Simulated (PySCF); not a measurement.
## Bond curve of BeI

Set-up: Be def2-SVP, I def2-SVP with ECP28; scalar-relativistic core potentials (PySCF 2.14). Energies in eV from Be + I in their ground configurations at the same level. State: ²Σ⁺ (doublet), unpaired electrons σ ↑.

All columns are LDA. A positive dipole means Be(−)I(+).

```csv
R (Å),E (eV),μ (D),Mulliken charge on Be (basis-dependent),HOMO (eV),LUMO (eV),Mayer bond order,⟨S²⟩
1.901,-2.559,0.94,-0.01,-4.58,-2.87,1.53,0.75
1.990,-2.974,0.59,0.04,-4.72,-3.02,1.46,0.75
2.078,-3.197,0.21,0.09,-4.87,-3.17,1.40,0.75
2.145,-3.271,-0.09,0.12,-4.99,-3.30,1.36,0.75
2.211,-3.286,-0.38,0.15,-5.10,-3.43,1.32,0.75
2.277,-3.254,-0.68,0.18,-5.21,-3.57,1.28,0.75
2.366,-3.157,-1.09,0.21,-5.36,-3.75,1.24,0.75
2.476,-2.979,-1.58,0.24,-5.53,-3.98,1.19,0.75
2.609,-2.713,-2.16,0.27,-5.72,-4.25,1.14,0.75
2.786,-2.324,-2.87,0.30,-5.92,-4.60,1.08,0.75
```

A fit through these points gives, at Re = 2.196 Å, μ = -0.31 D and dμ/dR = -4.51 D/Å; the reduced mass is 8.415 u.

Question: How strong is the fundamental in the double-harmonic approximation, I = 42.26·(dμ/dR)²/μred km/mol?

Answer: I = 42.26·(-4.51)²/8.415 = 102 km/mol at LDA.

These are scalar-relativistic numbers at best; spin–orbit coupling would shift them, the dissociation energy most. The state is the lowest determinant that a PBE0 search found; another state may lie lower at other levels.
